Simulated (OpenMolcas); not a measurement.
Ni2+ (d8) in a complex was computed by SS-CASPT2, IPEA 0.25 Eh, imaginary shift 0.1 Eh with the d shell active (OpenMolcas, ANO-RCC-VDZP on the metal). Its lowest spin-free states, and all those of the highest spin:

| 2S+1 | Degeneracy | E (cm-1) |
| --- | --- | --- |
| 3 | 1 | 0 |
| 3 | 3 | 5250 |
| 3 | 3 | 8260 |
| 1 | 2 | 12430 |
| 1 | 3 | 17530 |
| 3 | 3 | 21450 |
| 1 | 1 | 21930 |
| 1 | 3 | 26010 |
| 1 | 2 | 29130 |
| 1 | 3 | 29570 |
| 1 | 1 | 54360 |

Q: Is the site octahedral, tetrahedral or cube-like, axial, or of lower symmetry?

A: The states with 2S+1 = 3 have orbital degeneracies 1, 3, 3, 3. Threefold states need a cubic site. For d8 at this spin an octahedron puts the single A2 below the threefold T2 and a tetrahedron or cube puts the threefold T1 below the threefold T2, so the site is octahedral. The first gap at this spin, 5250 cm-1, is |10Dq| in ligand-field theory. The run had Ni2+ with 6 ligands (chloride) in octahedral coordination (Oh) at 2.45 Å. A charge of +0.667 e stands 2.8 Å behind each ligand. Ligand basis ANO-RCC-VDZP.

Roots that are degenerate in the reference are averaged as groups; the widest CASPT2 spread within a group is 96 cm-1 (the 3-fold group of multiplicity 3 near 8260 cm-1 above the lowest state of its run). Shifts and gaps below about the spread of the groups concerned are not significant. Over all roots computed the reference weight is 0.66 to 0.67; a low but even weight reflects the number of correlated electrons. A single d shell leaves out the double-shell effect, which counts most for late 3d ions, where the CASPT2 field can be off either way by tens of per cent. Ligand-to-metal charge-transfer states are missing. These CASPT2 states fit no ligand-field parameters well, so their order and spin gaps are uncertain. For late 3d ions with one d shell CASPT2 can put B and the spin-flip bands somewhat low as well as high. With one d shell and no ligand orbital active, 10Dq can be off by tens of per cent for divalent 3d ions, low with halides held by bare charges and at times high in hosts, and the orbital part of g and χT goes as 1/10Dq. Free-ion shares, where given, are those of the reference states; single-state CASPT2 does not remix them. No measured value stands beside these numbers; the geometry is a model, was not optimised and need not be the one that this ion takes.
